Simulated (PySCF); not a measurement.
## Field gradients at the hydrogen positions

C6H6P (charge -1).
Atom-mapped SMILES: `[PH-:1][c:2]1[cH:3][cH:4][cH:5][cH:6][cH:7]1` (hydrogens: H8 on P1; H9 on C3; H10 on C4; H11 on C5; H12 on C6; H13 on C7)

Cartesian coordinates in Å at the GFN2-xTB level; atoms count from 1:
```xyz
13
C6H6P angstrom
P      2.7794   -0.6559   -0.3625
C      1.0693   -0.2834   -0.1513
C      0.1009   -1.2585   -0.4697
C     -1.2421   -1.0137   -0.3222
C     -1.6948    0.2140    0.1500
C     -0.7581    1.1892    0.4699
C      0.5882    0.9524    0.3250
H      3.2210    0.5749    0.0727
H      0.4432   -2.2182   -0.8386
H     -1.9622   -1.7864   -0.5767
H     -2.7552    0.4056    0.2658
H     -1.0967    2.1533    0.8397
H      1.3027    1.7271    0.5802
```

Level: PBE0/pcSseg-1 (PySCF, non-relativistic); Q(2H) = 0.00286 b; rigid geometry, the same for H and D, with no vibrational averaging.

Question: Rank these positions by the coupling χzz of a deuteron there, largest first.
A. H11 (aromatic hydrogen)
B. H8 (P–H hydrogen)
C. H12 (aromatic hydrogen)

Answer: A (225 kHz), C (218 kHz), B (158 kHz).

Question: What are Vzz, η and χzz (234.96 MHz × Q × Vzz) at all hydrogens?

Answer: 
```tsv
atom	bonded to	bond length (Å)	Vzz (au)	η	χzz (kHz)
H8	P1	1.378	0.2358	0.16	158
H9	C3	1.084	0.3269	0.08	220
H10	C4	1.087	0.3255	0.06	219
H11	C5	1.084	0.3341	0.10	225
H12	C6	1.087	0.3250	0.06	218
H13	C7	1.084	0.3265	0.07	219
```

Question: Average by the element that carries the hydrogen.

Answer: on P: 158 kHz over 1 position, mean bond length 1.378 Å; on C: 220 kHz over 5 positions, mean bond length 1.085 Å.

One conformer (not necessarily the lowest) at the GFN2-xTB geometry, without solvent, vibrations or thermal averaging. The pcSseg-1 basis has no diffuse functions, a weakness for an anion. The HOMO energy is positive at this level (+0.50 eV), so the outermost electrons may be held by the finite basis alone. GFN2-xTB bond lengths can be off by several hundredths of an ångström, more for odd bonds, and the gradients follow them. With so small a basis the couplings can be 20 % off.
